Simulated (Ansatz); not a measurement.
A nudged elastic band was laid between two geometries of CH₇AsSSi (11 atoms, charge 0, multiplicity 1).

The calculation used RKS r2SCAN/def2-SVP (Ansatz 0.2.0).

```json
{
 "movable images": "7",
 "climbing image": "yes",
 "spring": "5.0 eV/Å²",
 "optimiser": "quadratic models (default)",
 "start path": "IDPP",
 "force threshold": "0.03 eV/Å",
 "iteration limit": "42",
 "end points": "relaxed"
}
```

Initial state:

```xyz
11
Properties=species:S:1:pos:R:3
Si -0.681 1.901 0.015
As -0.409 -0.200 1.093
C 0.722 -1.037 -0.331
S 0.888 -2.838 -0.127
H -1.010 1.758 -1.438
H 0.596 2.668 0.140
H -1.771 2.666 0.692
H -1.726 -0.729 0.538
H 1.709 -0.548 -0.328
H 0.277 -0.894 -1.327
H 1.470 -2.804 1.093
```

Final state:

```xyz
11
Properties=species:S:1:pos:R:3
Si -1.063 1.409 -0.202
As -0.099 0.038 1.489
C 1.334 -0.783 0.365
S 1.001 -1.156 -1.385
H -1.803 0.669 -1.264
H 0.026 2.233 -0.805
H -2.022 2.321 0.495
H -1.106 -1.089 1.262
H 1.697 -1.678 0.895
H 2.166 -0.060 0.348
H -0.066 -1.960 -1.176
```

(1) What changes between the two ends?

(2) What energy profile does the band end with?

(3) What is the geometry of the highest image?

(4) What are the harmonic wavenumbers there?

Results:

(1) No bond is made or broken. The dihedral H8–As2–C3–S4 goes from -74 to 58°.

(2) It converged. The highest image is number 4 of 0 to 8, 0.085 eV above the first end and 0.129 eV above the last; the last end lies 0.043 eV below the first. A vibrational analysis at the climbing image gives one clearly imaginary mode, 60i cm⁻¹: a first-order saddle point.

| image | path coordinate (Å) | energy (eV) | dihedral H8–As2–C3–S4 (°) |
| --- | --- | --- | --- |
| 0 | 0.00 | 0.000 | -74 |
| 1 | 0.66 | 0.012 | -60 |
| 2 | 1.32 | 0.041 | -46 |
| 3 | 1.98 | 0.073 | -30 |
| 4 | 2.63 | 0.085 | -13 |
| 5 | 3.47 | 0.059 | 9 |
| 6 | 4.30 | 0.018 | 30 |
| 7 | 5.12 | -0.018 | 45 |
| 8 | 5.95 | -0.043 | 58 |

(3) 
```xyz
11
Properties=species:S:1:pos:R:3
Si -0.933 1.724 -0.159
As -0.048 0.098 1.320
C 1.129 -0.804 -0.055
S 0.566 -2.407 -0.690
H -1.360 1.112 -1.455
H 0.140 2.728 -0.438
H -2.094 2.416 0.475
H -1.247 -0.812 1.079
H 2.131 -0.895 0.392
H 1.233 -0.166 -0.947
H 0.549 -3.051 0.499
```

(4) 60i, 109, 139, 196, 263, 356, 441, 509, 539, 690, 696, 731, 800, 870, 929, 930, 944, 1153, 1189, 1417, 2199, 2205, 2220, 2229, 2682, 3068, 3139 cm⁻¹.

Time of the run: 5.2 min on 2 threads of Arm Neoverse V2, on a shared host, peak memory 0.19 GiB.
